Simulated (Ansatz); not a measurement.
Breaking the Se1–F2 bond in FHOSe (SMILES O[Se]F) (multiplicity 1 held, fragments rigid). Energies count from the point at 1.771 Å.
Geometry at that point (charge 0, multiplicity 1):
```xyz
4

Se     0.08590     0.00792     0.39476
F     -0.01164     1.33658    -0.77191
O     -0.20678    -1.35411    -0.70777
H     -1.16178    -1.46569    -0.81252
```

R- and RO- levels are restricted; in cc, def2 and unpolarised 6-31G sets they are followed outwards from rest. Unrestricted levels (U-) break spin symmetry where that is lower. Curves can end on different states.

Cores are frozen in the correlated methods. Filled d and f shells under p-block atoms count as core.

The values were computed with Ansatz (Gaussian basis) for Hartree–Fock, density functionals and correlated methods. Each number belongs to the level named beside it.

Energies in eV.

```
R (Å)  U-PBE/cc-pVTZ  U-r2SCAN/cc-pVTZ  R-B3LYP/cc-pVTZ  U-B3LYP/cc-pVTZ  U-SCS-MP2/cc-pVTZ  R-CCSD(T)/cc-pVTZ
-----  -------------  ----------------  ---------------  ---------------  -----------------  -----------------
1.417           3.16               [?]             3.01             3.01               2.89               2.88
1.594           0.58              0.47             0.51             0.51               0.45               0.44
1.771           0.00              0.00             0.00             0.00               0.00               0.00
1.948           0.21              0.30             0.27             0.27               0.34               0.34
2.125           0.71              0.86             0.83             0.83               1.64               0.94
2.391           1.55               [?]             1.75             1.75               3.09               1.88
2.656           2.28               [?]             2.57             2.45               3.46               2.60
3.099           3.00              3.05             3.58             3.04               3.61               2.90
3.542           3.32              3.31             4.20             3.31               3.65               1.76
4.073           3.49              3.45             4.64             3.45               3.66              -0.40
4.781           3.58              3.51             4.93             3.52               3.66              -1.92
5.667           3.62              3.53             5.10             3.54               3.66              -2.10
```

### Question
Complete the blanks.

### Answer

- 2.656, U-r2SCAN/cc-pVTZ: 2.47
- 1.417, U-r2SCAN/cc-pVTZ: 2.91
- 2.391, U-r2SCAN/cc-pVTZ: 1.77

Doubts at one or more of the structures used: a spin-contaminated determinant (U-PBE/cc-pVTZ, U-r2SCAN/cc-pVTZ, U-B3LYP/cc-pVTZ, U-SCS-MP2/cc-pVTZ); a restricted determinant that unrestricted orbitals would lower (R-B3LYP/cc-pVTZ, R-CCSD(T)/cc-pVTZ); other coupled-cluster roots lie near (R-CCSD(T)/cc-pVTZ); T1 above 0.05 (R-CCSD(T)/cc-pVTZ).

Ansatz is a quantum-chemistry and plane-wave program.
